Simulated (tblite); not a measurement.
C2H4B2ClP.
Bonds: B1–P2, P2–B3, B3–Cl4, B3–C5, C5–C6 (triple). Hydrogens: H7, H8 on B1; H9 on P2; H10 on C6.

Computed with GFN2-xTB (tblite), gas phase: L-BFGS steps from a force-field or distance-geometry start until the largest atomic force falls under 0.01 eV/Å.

Step 0: E = -429.4022 eV
```
atom  x, y, z in Å  |  force x, y, z in eV/Å
B1     -2.0521    0.1318    0.2323    0.777   0.651   0.121
P2     -1.0157    0.4750   -1.3604    0.392  -1.371   1.035
B3      0.6063    0.8823   -0.3601   -0.281   0.640   0.830
Cl4     0.8270    2.5854    0.3217   -0.131  -1.637  -0.710
C5      1.5568   -0.2383    0.0586   -0.804   1.383  -0.611
C6      2.3061   -1.1199    0.3742    0.645  -0.730   0.273
H7     -2.4831    1.0498    0.8496    0.029  -0.307  -0.364
H8     -2.0345   -0.9322    0.7341   -0.249   0.132  -0.371
H9     -0.6701   -0.9337   -1.5399   -0.139   1.022  -0.124
H10     2.9681   -1.8955    0.6673   -0.239   0.218  -0.080
```

Step 1: E = -429.4996 eV
```
atom  x, y, z in Å  |  force x, y, z in eV/Å
B1     -2.0410    0.1411    0.2341    0.703   0.283   0.126
P2     -1.0101    0.4554   -1.3456    0.265  -0.838   0.865
B3      0.6023    0.8914   -0.3482   -0.407   0.569   0.599
Cl4     0.8252    2.5620    0.3115   -0.121  -1.295  -0.577
C5      1.5454   -0.2186    0.0499    1.760  -1.667   0.518
C6      2.3153   -1.1303    0.3782   -2.106   2.526  -0.916
H7     -2.4827    1.0454    0.8443   -0.003  -0.110  -0.256
H8     -2.0381   -0.9303    0.7288   -0.247   0.188  -0.365
H9     -0.6721   -0.9191   -1.5417   -0.031   0.627  -0.098
H10     2.9647   -1.8924    0.6662    0.187  -0.283   0.105
```

Step 2: E = -429.6796 eV
```
atom  x, y, z in Å  |  force x, y, z in eV/Å
B1     -2.0130    0.1603    0.2387    0.451  -0.468   0.215
P2     -0.9973    0.4116   -1.3093    0.014   0.718   0.502
B3      0.5900    0.9144   -0.3204   -0.203  -0.508   0.183
Cl4     0.8204    2.5056    0.2869   -0.044  -0.272  -0.177
C5      1.5515   -0.2099    0.0429    0.593  -0.352   0.112
C6      2.3006   -1.1117    0.3716   -0.490   0.637  -0.231
H7     -2.4820    1.0367    0.8322   -0.073   0.304  -0.024
H8     -2.0474   -0.9246    0.7150   -0.241   0.249  -0.317
H9     -0.6757   -0.8864   -1.5459    0.301  -0.610  -0.132
H10     2.9618   -1.8913    0.6659   -0.309   0.303  -0.131
```

Step 3: E = -429.7156 eV
```
atom  x, y, z in Å  |  force x, y, z in eV/Å
B1     -2.0031    0.1561    0.2424    0.251  -0.125   0.294
P2     -0.9954    0.4166   -1.2976    0.084   0.393   0.278
B3      0.5859    0.9094   -0.3143   -0.137  -0.535   0.136
Cl4     0.8192    2.4948    0.2813   -0.021  -0.100  -0.098
C5      1.5563   -0.2087    0.0418    0.041   0.240  -0.108
C6      2.2967   -1.1060    0.3696    0.045  -0.004   0.001
H7     -2.4830    1.0399    0.8303    0.010   0.170  -0.080
H8     -2.0520   -0.9203    0.7088   -0.233   0.032  -0.212
H9     -0.6718   -0.8913   -1.5484    0.232  -0.342  -0.092
H10     2.9561   -1.8858    0.6635   -0.272   0.271  -0.119
```

Problem. Estimate the geometry and energy of step 4. (The exact step hangs on the optimiser's Hessian estimate; all steps are aligned on step 3, rigid shifts and turns removed.)

Solution. E = -429.7460 eV, largest force 0.390 eV/Å
```
atom  x, y, z in Å  |  force x, y, z in eV/Å
B1     -1.9863    0.1535    0.2537    0.015   0.216   0.284
P2     -0.9899    0.4236   -1.2778    0.104  -0.070  -0.067
B3      0.5777    0.8948   -0.3028   -0.090  -0.333   0.044
Cl4     0.8172    2.4775    0.2717    0.004   0.147   0.021
C5      1.5620   -0.2008    0.0374   -0.144   0.326  -0.158
C6      2.2926   -1.0990    0.3671    0.213  -0.211   0.069
H7     -2.4830    1.0452    0.8250    0.082   0.077  -0.068
H8     -2.0627   -0.9165    0.6972   -0.226  -0.239  -0.058
H9     -0.6636   -0.8985   -1.5530    0.125   0.012  -0.024
H10     2.9450   -1.8751    0.6589   -0.083   0.075  -0.043
```

The energy changes by -0.0304 eV. The first-order estimate −F·Δx gives -0.0498 eV and the mean of the old and new forces, exact on a quadratic surface, -0.0303 eV. The step makes an angle of 31° with the force vector and moves no atom by more than 0.022 Å.

The cost below is that of the whole relaxation. Hardware: one thread, Arm Neoverse V1 (aarch64), no GPU, shared host with 32 logical CPUs at a one-minute load of 17. Cost: 0.57 s wall.
